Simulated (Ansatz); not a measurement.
An input meant for the cluster Al2Si2 (charge 0, triplet).

```yaml
crystal:
  periodic: [false, false, false]
  atoms:
    - {symbol: Al, position_ang: [0.567687, -0.910257, 0.403159]}
    - {symbol: Al, position_ang: [-0.722038, 1.003399, -0.189179]}
    - {symbol: Si, position_ang: [-1.693523, -1.246913, 0.302694]}
    - {symbol: Si, position_ang: [1.782966, 1.246793, -0.286643]}
basis:
  gaussian: {orbitals: def2-mTZVPP}
magnetization: {spin_polarized: true, initial_magnetization: 2}
hamiltonian: {xc: {name: revPBE0}, dispersion: d3bj}
scf: {omitted_lower_state_checks: [starts]}
relax: {f_tol: 0.001, max_steps: 2}
output: {forces: true}
```

```sh
$ ansatz run in.yaml --threads 4 --pin off --events-out ev --progress --plain --max-ram 3916MiB
```

Shortened log:

```
Functional definition: revPBE0
956 factors; integrals over basis functions are off by at most 3.3e-4 eV
mean field evaluation 1: about -28937.8693 eV, gradient 1.4e1 eV
mean field evaluation 2: about -28937.2491 eV, gradient 1.6e1 eV
mean field evaluation 4: about -28939.6344 eV, gradient 1.3e0 eV
mean field evaluation 8: about -28939.6695 eV, gradient 2.5e-1 eV
mean field evaluation 16: about -28939.6836 eV, gradient 6.7e-2 eV
mean field -28939.68648924 eV, -1063.5138624555 hartree, gradient 7.2e-6 eV, S^2 2.299519; 0 other end points of the search recorded, 0 dependent functions left out
reference -28939.68652070 eV, -1063.5138636117 hartree; 28, 26 occupied and 70, 72 virtual orbitals, 956 factors
relax step   1: F+E_penalty+E_count = -28940.01713405 eV  Δ(F+E_penalty+E_count) = +0.000e0 eV  max|allowed force component| = 1.478e0 eV/Å  Δτ_max = 0.0000 Å  (84 SCF iters, accepted)
956 factors; integrals over basis functions are off by at most 3.2e-4 eV
mean field evaluation 32: about -28939.9045 eV, gradient 1.7e0 eV
mean field -28940.36298477 eV, -1063.5387232075 hartree, gradient 2.0e-5 eV, S^2 2.237617; 0 other end points of the search recorded, 0 dependent functions left out
reference -28940.36301688 eV, -1063.5387243878 hartree; 28, 26 occupied and 70, 72 virtual orbitals, 956 factors
relax step   2: F+E_penalty+E_count = -28940.70175100 eV  Δ(F+E_penalty+E_count) = -6.846e-1 eV  max|allowed force component| = 1.702e0 eV/Å  Δτ_max = 0.1449 Å  (104 SCF iters, accepted)
Error: geometry relaxation did not converge after 2 steps: max|allowed force component| = 1.70e0 eV/Å (threshold 1.0e-3). Raise `relax.max_steps` over both its present limit and 2, loosen `relax.f_tol`, or start from a geometry closer to equilibrium. Where this run's directory can be resumed (`checkpoint.write`), a resume goes on for up to `relax.max_steps` more
```

Q: What is wrong with this run?

A: The relaxation is allowed too few steps for its threshold. The SCF steps converged, but the relaxation ran out of steps.
